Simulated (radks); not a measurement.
Task: All-electron atom: N IV in [He] 2s2. Method: scalar-relativistic Kohn-Sham, LDA (Slater exchange, Perdew-Wang correlation), spin-unpolarised, spherical densities, finite nucleus; Fermi nuclear charge, rms radius 2.5582 fm; computed with a radial shooting solver on a logarithmic mesh with Libxc functionals. Some entries of the table are withheld. Estimate them.

orbital,occ.,eigenvalue (Ry),<1/r> (bohr^-1),<r^2> (bohr^2)
1s,2,-32.89465,(1),0.07167
2s,2,-4.98278,(2),1.445
2p,0,-4.19919,(3),(4)
3s,0,(5),0.5020,9.425
3d,0,-1.27068,0.4449,8.280

Result: 
(1) 1s <1/r> (bohr^-1): 6.614
(2) 2s <1/r> (bohr^-1): 1.315
(3) 2p <1/r> (bohr^-1): 1.240
(4) 2p <r^2> (bohr^2): 1.303
(5) 3s eigenvalue (Ry): -1.63561
